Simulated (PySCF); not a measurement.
C₇H₇FO.
Atom-mapped SMILES: `[OH:1][CH2:2][c:3]1[cH:4][cH:5][c:6]([F:7])[cH:8][cH:9]1`

Geometry (GFN2-xTB, Å), atoms numbered from 1 in this order:
```
atom  x, y, z in Å
O1    -2.6379    0.1206    0.9859
C2    -2.0475   -0.3531   -0.2071
C3    -0.5482   -0.1825   -0.2013
C4     0.2823   -1.1969    0.2586
C5     1.6531   -1.0199    0.3099
C6     2.1828    0.1901   -0.0991
F7     3.5189    0.3714   -0.0515
C8     1.3821    1.2206   -0.5556
C9     0.0139    1.0248   -0.6008
H10   -2.3788    1.0399    1.1163
H11   -2.3157   -1.4102   -0.2612
H12   -2.4791    0.1654   -1.0766
H13   -0.1487   -2.1326    0.5802
H14    2.3097   -1.8006    0.6594
H15    1.8291    2.1510   -0.8678
H16   -0.6236    1.8208   -0.9592
```

Probes without a nucleus sit at each ring's centroid and 1 Å off its mean plane on both sides; NICS is minus the shielding there, NICSzz its component along the normal. Level: GIAO PBE0/pcSseg-1 (PySCF, non-relativistic, gas phase) on the GFN2-xTB geometry, one conformer.

Ring bond lengths (Å), with Mayer bond orders in brackets: C3–C4 1.389 (1.40), C4–C5 1.383 (1.42), C5–C6 1.383 (1.43), C6–C8 1.383 (1.43), C8–C9 1.383 (1.42), C9–C3 1.390 (1.39).

Question: Give the NICS values of each ring in ppm.

Answer: 
```tsv
ring	type	NICS(0)	NICS(1), two faces	NICS(1)zz, two faces	rms pucker (Å)	centre to ring atoms, mean (Å)
C3–C4–C5–C6–C8–C9	6-membered carbocycle; formal bonds all aromatic	-10.2	-11.3 / -11.5	-27.5 / -28.3	0.00	1.39
```

Question: What do they say, and how far can they be read as aromaticity?

Answer: 
- C3–C4–C5–C6–C8–C9: mean NICS(1)zz -27.9 ppm, shielded. The ring is flat and has no four-coordinate atom; by the NICS criterion it is aromatic.

Question: How equal are the bonds by HOMA? HOMA = 1 − mean of α(R − Ropt)² over the ring bonds, with Krygowski's 1993 parameters (CC: Ropt 1.388 Å, α 257.7 Å⁻²).

Answer: 
- C3–C4–C5–C6–C8–C9: HOMA 1.00 = 1 − EN − GEO, with mean bond length 1.385 Å, EN = α(Ropt − mean)² = 0.002 and GEO = α × variance = 0.003. The geometric and the magnetic index point the same way.

Question: List the ring angles and the Hirshfeld charges of the ring atoms.

Answer: 
- C3–C4–C5–C6–C8–C9: C3 119.2° (-0.011 e), C4 120.7° (-0.040 e), C5 118.7° (-0.064 e), C6 121.9° (+0.089 e), C8 118.6° (-0.067 e), C9 120.9° (-0.047 e); sum 720.0° against 720° for a flat convex ring.

Question: How shielded are the nuclei of the rings and their hydrogens (means over atoms taken as equivalent)?

Answer: 
```csv
atoms,environment,σ isotropic (ppm)
C3,substituted aromatic carbon,42.9
C4 (×2),aromatic CH carbon,50.5
C5 (×2),aromatic CH carbon,64.9
C6,aromatic C–F carbon,14.2
H13 (×2),aromatic hydrogen,24.06
H14 (×2),aromatic hydrogen,24.32
```
